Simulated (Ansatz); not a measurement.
Two structures of BSiH₇O₃, closed shell, reached by relaxing down either side of one saddle point (PBE0-D4/def2-TZVP). Energies are electronic, without zero-point energy. Program: Ansatz 0.2.0. Basis: def2-TZVPP and def2-QZVPP. Cores are frozen in the correlated methods. Extrapolation: Hartree–Fock as exp(−7.88 √X), correlation as X^−2.97. First:

```csv
atom,x (Å),y (Å),z (Å)
B1,-0.4740,-0.3455,-1.5665
O2,-0.3661,-0.7135,-2.8770
O3,0.2329,-1.0264,-0.6119
O4,-1.2791,0.6948,-1.2073
H5,1.6025,1.0459,1.1839
Si6,0.6679,0.4766,2.1833
H7,-0.9045,-0.1663,-3.4529
H8,0.7655,-1.7309,-0.9873
H9,-1.2658,0.8544,-0.2593
H10,-0.7361,0.6750,1.7292
H11,0.9272,-0.9661,2.3952
H12,0.8297,1.2020,3.4710
```

Second:

| atom | x (Å) | y (Å) | z (Å) |
| --- | --- | --- | --- |
| B1 | -0.8633 | -0.6177 | -0.1014 |
| O2 | 1.6637 | 1.3019 | -1.3772 |
| O3 | -1.8417 | -1.5370 | 0.1361 |
| O4 | -0.8289 | -0.0737 | -1.3549 |
| H5 | 1.4754 | 2.2281 | -1.2132 |
| Si6 | 0.4946 | -0.0602 | 1.3121 |
| H7 | 0.8193 | 0.9158 | -1.6441 |
| H8 | -1.8363 | -1.8848 | 1.0301 |
| H9 | -1.5129 | -0.4335 | -1.9319 |
| H10 | 0.0273 | -0.6517 | 2.6057 |
| H11 | 1.8494 | -0.5999 | 1.0402 |
| H12 | 0.5535 | 1.4125 | 1.4987 |

**Question.** Which bonds change from the first to the second?

**Answer.** BH₃O₃ ([OH][B]([OH])[OH]) + SiH₄ → BSiH₅O₂ ([OH][B]([OH])[SiH3]) + H₂O; bonds formed: B1–Si6, O2–H5; bonds broken: B1–O2, H5–Si6.

**Question.** Give the saddle point's structure and its height above each. (To be estimated.)

**Answer.** Computed: 68.76 kcal/mol above the first and 37.17 kcal/mol above the second (CCSD(T) at an estimated basis limit (MP2 extrapolated from triple and quadruple zeta, plus CCSD(T) − MP2 in triple zeta)).
B1  (-0.413, -0.234, -0.678)
O2  (0.811, 0.170, -1.567)
O3  (-0.682, -1.582, -0.588)
O4  (-1.446, 0.649, -0.919)
H5  (1.031, 0.451, -0.478)
Si6  (0.551, 0.320, 1.438)
H7  (0.560, 0.951, -2.083)
H8  (0.091, -2.136, -0.468)
H9  (-2.297, 0.293, -0.653)
H10  (-0.770, 0.246, 2.125)
H11  (1.405, -0.756, 2.029)
H12  (1.158, 1.627, 1.842)
(Å)

No T1 diagnostic of these runs exceeds 0.014.

Labels in which every atom is bracketed show which atoms are joined, not bond orders.

For scale, one of the runs: CCSD(T)/def2-TZVPP, 264 basis functions, launched by `ansatz run in.yaml --threads 8 --pin off --events-out ev --progress --plain --max-ram 19148MiB`. Hardware: 8 CPU threads of an Intel Xeon Platinum 8488C, shared host. Wall time 61 s; peak host memory 6.8 GiB.
